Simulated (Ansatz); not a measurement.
I3Si (`I[Si](I)I`) radical, one more setting.

```yaml
crystal:
  periodic: [false, false, false]
  atoms:
    - {symbol: I, position_ang: [0.750239, 0.578657, 2.745915]}
    - {symbol: Si, position_ang: [0.682639, 0.056006, -0.261940]}
    - {symbol: I, position_ang: [-0.248353, -2.794152, -0.840576]}
    - {symbol: I, position_ang: [-1.115150, 2.084240, -1.668775]}
basis:
  gaussian: {orbitals: def2-TZVPD}
magnetization: {spin_polarized: true, initial_magnetization: 3}
hamiltonian: {xc: {name: PBE0}}
scf: {lower_state_search: light}
```

```sh
$ ansatz run in.yaml --threads 2 --pin off --events-out ev --progress --plain --max-ram 20480MiB --backend cpu
```

Output, abridged:

```
Functional definition: PBE0
1673 factors; their error is unknown
mean field evaluation 1: about -32175.1165 eV, gradient 5.3e0 eV
mean field evaluation 2: about -32175.1767 eV, gradient 5.5e0 eV
mean field evaluation 4: about -32175.3875 eV, gradient 1.6e0 eV
mean field evaluation 8: about -32176.1335 eV, gradient 8.1e-1 eV
mean field evaluation 16: about -32176.1347 eV, gradient 5.3e-3 eV
mean field evaluation 32: about -32176.1762 eV, gradient 9.9e-3 eV
mean field evaluation 96: about -32176.1762 eV, gradient 2.3e-6 eV
mean field -32176.17616856 eV, -1182.4526643989 hartree, gradient 4.5e-6 eV, S^2 3.779061; 14 other end points of the search recorded, 0 dependent functions left out
reference -32176.17621258 eV, -1182.4526660168 hartree; 46, 43 occupied and 174, 177 virtual orbitals, 1673 factors
Total energy: -32176.17621258 eV, -1182.4526660168 hartree
```

It took 6.2 min on 2 threads of an AMD EPYC 7R13 on a shared host, with 1.6 GiB of host memory at the peak.
